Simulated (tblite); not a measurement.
Species: C₄H₃Cl₂F (charge +1 and doublet state).
Structure used (GFN2-xTB), in Å, numbered top down from 1:
```xyz
10
C4H3Cl2F angstrom
F     -2.0013   -0.5771    0.9881
C     -1.3471   -0.1720   -0.1041
Cl    -1.8232   -1.0470   -1.5111
C     -0.7804    1.2181   -0.1511
C      0.1134    0.3046    0.0840
C      1.4047   -0.3015    0.3344
Cl     2.0691   -1.0709   -1.1393
H     -1.0995    2.2292   -0.2830
H      2.1151    0.4822    0.6359
H      1.3581   -1.0609    1.1236
```

Computed with GFN2-xTB (tblite): harmonic, unscaled wavenumbers at the GFN2-xTB geometry, gas phase. Against measured fundamentals such values can be off by several per cent, at times by over 20. One conformer, not necessarily the lowest. Open shells enter through the occupations alone, without spin polarisation, and single modes of such species can be off by tens of per cent.

Harmonic wavenumbers (cm⁻¹): 30.8, 60.6, 181.8, 213.0, 306.6, 376.7, 452.2, 508.7, 592.9, 644.1, 693.6, 721.7, 814.6, 876.4, 932.0, 983.0, 1041.4, 1149.9, 1158.4, 1293.3, 1863.3, 2862.8, 2912.1, 3163.5.

A = 2771, B = 1142, C = 938.7 MHz; mass 139.960 u (most abundant isotopes); point group C1, symmetry number 1; spin multiplicity 2.

**Question.** What is the zero-point energy?

**Answer.** ½Σν̃ = 11917 cm⁻¹ = 142.56 kJ/mol.

**Question.** What is S at 350 K and 1 bar for an ideal gas of classical rigid rotors and harmonic oscillators?

**Answer.** Translation 173.82, rotation 123.64, vibration 100.67, spin (R ln 2) 5.76: S = 403.9 J/(mol K).

**Question.** And Cp and H(350 K) − H(0)?

**Answer.** Cp = 129.14 J/(mol K), of which vibrations give 95.89 (their classical limit is 24 R = 199.5); H(350 K) − H(0) = 29.09 kJ/mol without the zero-point energy, 17.45 from vibrations.

**Question.** How do the functions run with temperature in this model?

**Answer.** 
```json
{"T (K)": "100", "S (J/(mol K))": "291.4", "Cp (J/(mol K))": "62.3", "H − H(0) (kJ/mol)": "4.88", "G − H(0) (kJ/mol)": "-24.25", "ln q(vib)": "1.71"}
{"T (K)": "200", "S (J/(mol K))": "343.0", "Cp (J/(mol K))": "90.3", "H − H(0) (kJ/mol)": "12.49", "G − H(0) (kJ/mol)": "-56.11", "ln q(vib)": "3.51"}
{"T (K)": "300", "S (J/(mol K))": "384.9", "Cp (J/(mol K))": "117.5", "H − H(0) (kJ/mol)": "22.92", "G − H(0) (kJ/mol)": "-92.55", "ln q(vib)": "5.25"}
{"T (K)": "500", "S (J/(mol K))": "454.7", "Cp (J/(mol K))": "155.6", "H − H(0) (kJ/mol)": "50.59", "G − H(0) (kJ/mol)": "-176.78", "ln q(vib)": "8.63"}
{"T (K)": "800", "S (J/(mol K))": "535.0", "Cp (J/(mol K))": "184.8", "H − H(0) (kJ/mol)": "102.17", "G − H(0) (kJ/mol)": "-325.84", "ln q(vib)": "13.21"}
{"T (K)": "1000", "S (J/(mol K))": "577.6", "Cp (J/(mol K))": "196.2", "H − H(0) (kJ/mol)": "140.34", "G − H(0) (kJ/mol)": "-437.21", "ln q(vib)": "15.92"}
```

q(vib) and H(0) count from the zero-point level.

**Question.** Blend soft modes into free rotors: weight 1/[1 + (100 cm⁻¹/ν̃)⁴] for the oscillator and the rest for a rotor with moment μB/(μ + B), μ = h/(8π²ν), B = 10⁻⁴⁴ kg m². What vibrational entropy results?

**Answer.** 88.12 J/(mol K) in place of 100.67, which changes −T·S at 350 K by +4.39 kJ/mol.

**Question.** What must be added to the electronic energy to get the Gibbs energy at 350 K and 1 bar?

**Answer.** ZPE + [H(350 K) − H(0)] − T·S = 142.56 + 29.09 − 141.36 = 30.29 kJ/mol.

**Question.** Which modes carry the vibrational entropy at 350 K?

**Answer.** 30.8 cm⁻¹: 25.50; 60.6 cm⁻¹: 19.89; 181.8 cm⁻¹: 10.93; 213.0 cm⁻¹: 9.68; 306.6 cm⁻¹: 6.92; 376.7 cm⁻¹: 5.46 J/(mol K); the other 18 give 22.29 together.

Hindered rotation and anharmonicity are outside this model. Other conformers, if any are populated, would add a mixing term that is left out. The structure is chiral; the term R ln 2 for an equal mix with its mirror image is left out.

On one thread of an AMD EPYC 7B13, shared host with 96 logical CPUs at a one-minute load of 30, this took 0.37 s. This covers the Hessian and the dipole derivatives.
